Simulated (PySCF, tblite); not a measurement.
Give a GFN2-xTB geometry of `C(C[C@H](CC(=C(F)F)F)F)C`.

```
atom  x, y, z in Å
C1     2.974    0.693   -0.365
C2     2.022   -0.457   -0.066
C3     0.620    0.050    0.269
C4    -0.349   -1.095    0.540
F5     0.085   -1.811    1.638
C6    -1.777   -0.614    0.849
C7    -2.427   -0.011   -0.348
F8    -2.593   -0.840   -1.398
C9    -2.845    1.244   -0.460
F10   -3.432    1.783   -1.517
F11   -2.719    2.135    0.517
H12    3.966    0.313   -0.598
H13    3.054    1.357    0.492
H14    2.619    1.271   -1.215
H15    2.400   -1.039    0.776
H16    1.967   -1.120   -0.933
H17    0.664    0.690    1.153
H18    0.231    0.641   -0.563
H19   -0.359   -1.808   -0.295
H20   -1.750    0.115    1.660
H21   -2.360   -1.481    1.172
```

Any rigid rotation of these coordinates is as good. Atoms count from 1 in this order. The C–C distances run from 1.327 Å (C7=C9, drawn double) to 1.538 Å (C4–C6, drawn single), a spread of 0.211 Å. Of the pairs four or more bonds apart, F11···H20 is among the closest relative to their van der Waals radii: 2.52 Å, 94 % of the sum of Bondi's values. The C–F distances run from 1.323 Å (C9–F10, drawn single) to 1.381 Å (C4–F5, drawn single), a spread of 0.058 Å.

Bonds between heavy atoms (Å): C1–C2 1.523, C2–C3 1.529, C3–C4 1.524, C4–F5 1.381, C4–C6 1.538, C6–C7 1.490, C7–F8 1.347, C7=C9 1.327, C9–F10 1.323, C9–F11 1.329.

Structure optimised with GFN2-xTB, isolated species.

Point group: C1 (no symmetry element, even within 0.4 Å). Its GFN2-xTB frequencies are all real (lowest 23 cm⁻¹). The numbers are those of one conformer (C1–C2–C3–C4 179°, C2–C3–C4–F5 62°, C3–C4–C6–C7 68°, C4–C6–C7–F8 62°). 3 starts were optimised and ended at 0.00, 0.38 and 1.33 kcal/mol (GFN2-xTB); the lowest of these is shown.

These are computed values.
